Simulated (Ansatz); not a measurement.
## Molecular dynamics of C$_{3}$H$_{11}$NSSi

The input (input.yaml):

```yaml
crystal:
  periodic: [false, false, false]
  atoms:
    - { symbol: C, position_ang: [-0.30954, -2.345506, -1.016577] }
    - { symbol: C, position_ang: [0.898539, -1.386745, -0.882681] }
    - { symbol: S, position_ang: [1.158218, -0.718177, 0.791447] }
    - { symbol: Si, position_ang: [-0.361356, 0.788163, 0.782621] }
    - { symbol: C, position_ang: [0.072942, 2.176427, -0.393215] }
    - { symbol: "N", position_ang: [-0.591766, 1.494953, 2.386818] }
    - { symbol: H, position_ang: [-1.253617, -1.832522, -0.792958] }
    - { symbol: H, position_ang: [-0.369731, -2.739718, -2.04] }
    - { symbol: H, position_ang: [-0.207568, -3.192255, -0.326069] }
    - { symbol: H, position_ang: [1.812264, -1.942329, -1.143956] }
    - { symbol: H, position_ang: [0.802667, -0.578192, -1.625598] }
    - { symbol: H, position_ang: [-1.631431, 0.209181, 0.395646] }
    - { symbol: H, position_ang: [-0.721524, 2.928576, -0.404656] }
    - { symbol: H, position_ang: [1.002441, 2.674194, -0.101939] }
    - { symbol: H, position_ang: [0.199424, 1.807801, -1.415488] }
    - { symbol: H, position_ang: [0.303995, 1.904416, 2.740534] }
    - { symbol: H, position_ang: [-0.822959, 0.751533, 3.086173] }
basis:
  gaussian: { orbitals: STO-3G }
hamiltonian:
  xc: pbe0
  dispersion: d4
md:
  timestep: 0.5
  n_steps: 290
  ensemble: nve
  temperature: 500.0
  initial_velocities: maxwell_boltzmann
  seed: 672855
```

Run as:

```bash
$ ansatz run input.yaml --threads 1 --pin off --max-ram 2048MiB --backend cpu --events-out ev --progress --plain --runs-dir out
```

It starts from a relaxed structure.

Output, in part (step lines, the closing report, with atoms numbered from 0):

```
md step     0: t =     0.00 fs  T =   500.0 K  F+E_penalty+E_count = -23214.11014771 eV  E_kin = 0.969450 eV  conserved = -23213.14069771 eV  (22 SCF iters)
[... lines left out ...]
Total energy: -23213.78229269 eV, -853.0907643897 hartree
Atom 0 at    -0.274498    -2.154637    -1.181560 Å, force    -1.042422     0.784997     2.728999 eV/Å
Atom 1 at     1.025035    -1.331316    -0.857657 Å, force    -2.529712     0.671750     0.472282 eV/Å
Atom 2 at     1.098082    -0.798182     0.879840 Å, force     0.283822     0.238726    -0.107409 eV/Å
Atom 3 at    -0.356162     0.756409     0.830654 Å, force    -1.145906    -0.195838    -0.932207 eV/Å
Atom 4 at    -0.139166     2.065456    -0.507740 Å, force     2.190869    -1.612256     0.499801 eV/Å
Atom 5 at    -0.413875     1.586256     2.338105 Å, force    -0.071465     0.473525     0.665549 eV/Å
Atom 6 at    -1.204112    -1.494080    -1.150777 Å, force     1.430285    -0.776028    -0.648985 eV/Å
Atom 7 at    -0.168766    -2.701309    -2.098551 Å, force    -0.177918    -0.332452    -1.082536 eV/Å
Atom 8 at    -0.467701    -2.884926    -0.346989 Å, force     0.447182     0.406374    -0.880326 eV/Å
Atom 9 at     1.879910    -1.945468    -0.978713 Å, force     1.417628    -0.977927    -0.660403 eV/Å
Atom 10 at     1.044581    -0.476309    -1.549308 Å, force     0.461571    -0.053776    -0.066325 eV/Å
Atom 11 at    -1.690331     0.146852     0.692308 Å, force     0.517542     0.250385    -0.029520 eV/Å
Atom 12 at    -0.926172     2.767858    -0.512831 Å, force    -1.374500     1.020696    -0.041567 eV/Å
Atom 13 at     0.809544     2.598810    -0.361571 Å, force    -0.216420     0.056786     0.063597 eV/Å
Atom 14 at    -0.050980     1.573051    -1.469059 Å, force    -0.262588     0.028704    -0.541700 eV/Å
Atom 15 at     0.497801     2.014048     2.610277 Å, force    -0.156573    -0.165225     0.229882 eV/Å
Atom 16 at    -0.711239     0.940253     3.096478 Å, force     0.228607     0.181559     0.330868 eV/Å
Dipole moment:     0.109568    -0.066903    -0.080512 e Å
```

The steps, from the saved trajectory:

```
time (fs)  T (K)  potential energy less start (eV)  conserved less start (meV/atom)
      0.0    500                             0.000                             0.00
      4.5    297                             0.396                             0.17
      9.0    278                             0.432                             0.16
     13.5    256                             0.478                             0.24
     18.0    317                             0.361                             0.34
     22.5    199                             0.590                             0.40
     27.0    177                             0.635                             0.49
     31.5    226                             0.538                             0.45
     36.0    196                             0.597                             0.47
     40.5    217                             0.557                             0.48
     45.0    222                             0.547                             0.41
     49.5    267                             0.459                             0.39
     54.0    155                             0.676                             0.44
     58.5    286                             0.422                             0.38
     63.0    253                             0.487                             0.46
     67.5    261                             0.470                             0.38
     72.0    158                             0.671                             0.46
     76.5    266                             0.459                             0.32
     81.0    297                             0.399                             0.26
     85.5    263                             0.464                             0.23
     90.0    273                             0.442                             0.16
     94.5    299                             0.393                             0.18
     99.0    337                             0.319                             0.15
    103.5    252                             0.486                             0.25
    108.0    295                             0.402                             0.28
    112.5    217                             0.555                             0.37
    117.0    249                             0.494                             0.39
    121.5    177                             0.634                             0.49
    126.0    283                             0.427                             0.38
    130.5    244                             0.504                             0.45
    135.0    210                             0.568                             0.35
    139.5    247                             0.497                             0.36
    144.0    318                             0.358                             0.32
```

The run went to its last step. The conserved energy stayed within 0.61 meV per atom of its start (net change 0.24 meV per atom), so the integration is sound. The temperature averaged 0.50 of the 500 K drawn at the start: a run that starts near a minimum puts about half its kinetic energy into the potential. A run of 0.14 ps of so small a system gives no equilibrium averages. Limits of this set-up: minimal basis.

The same pairs are bonded in the first frame and the last. Pairs count as bonded within 1.25 times the sum of covalent radii (0.12 Å more for H–H).

Last frame:

```xyz
17
Properties=species:S:1:pos:R:3
C -0.275 -2.155 -1.182
C 1.025 -1.331 -0.858
S 1.098 -0.798 0.880
Si -0.356 0.756 0.831
C -0.139 2.066 -0.508
N -0.414 1.586 2.338
H -1.204 -1.494 -1.151
H -0.169 -2.701 -2.099
H -0.468 -2.885 -0.347
H 1.880 -1.946 -0.979
H 1.045 -0.476 -1.549
H -1.690 0.147 0.692
H -0.926 2.768 -0.513
H 0.809 2.599 -0.362
H -0.051 1.573 -1.469
H 0.498 2.014 2.610
H -0.711 0.940 3.096
```

Run time: 19 min on 1 thread of Arm Neoverse V2 (shared host), peak memory 0.13 GiB.
